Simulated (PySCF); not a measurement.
Two probes of the same atoms: core binding energy and nuclear shielding

Compound: C₆H₁₁B.
Numbering: `[BH2:1]/[C:2](=[CH:3]/[CH3:4])[C:5](=[CH2:6])[CH3:7]`

Binding energies: delta-SCF UKS SCAN, pcX-2 on the ionised atom, pcseg-1 elsewhere, spin-free X2C in PySCF. Shieldings: GIAO PBE0/pcSseg-1, non-relativistic, same geometry.

| atom | isotropic shielding (ppm) |
| --- | --- |
| C2 | 20.1 |
| C3 | 8.4 |
| C4 | 163.9 |
| C5 | 28.2 |
| C6 | 64.9 |
| C7 | 157.7 |

What are the C 1s binding energies of these atoms?

```
atom                      environment  C 1s (eV)  isotropic shielding (ppm)
  C6             terminal =CH2 carbon     289.61                       64.9
  C2  fully substituted alkene carbon     289.82                       20.1
  C5  fully substituted alkene carbon     290.42                       28.2
  C3                 alkene CH carbon     290.51                        8.4
  C7                   allylic carbon     290.57                      157.7
  C4                   allylic carbon     290.82                      163.9
```

Among the listed atoms, is the one with the highest binding energy also the least shielded?

No. The highest binding energy is at C4 (290.82 eV, shielding 163.9 ppm), the lowest shielding at C3 (8.4 ppm, 290.51 eV).

Over these 6 sites the two quantities correlate at r = 0.50. By binding energy: C6 < C2 < C5 < C3 < C7 < C4. By shielding: C3 < C2 < C5 < C6 < C7 < C4.

The unrestricted hole states depart most from a pure doublet (⟨S²⟩ = 0.75; over 0.85 named) for C 1s of C3 (0.86) and C 1s of C5 (0.87), which makes these values less certain. The structure is a single PBE0-D3(BJ)/def2-SVP conformer in the gas phase; no vibrational or solvent corrections.

Conformer computed: `[BH2:1]/[C:2](=[CH:3]/[CH3:4])[C:5](=[CH2:6])[CH3:7]`: B1–C2–C5–C6 118°.
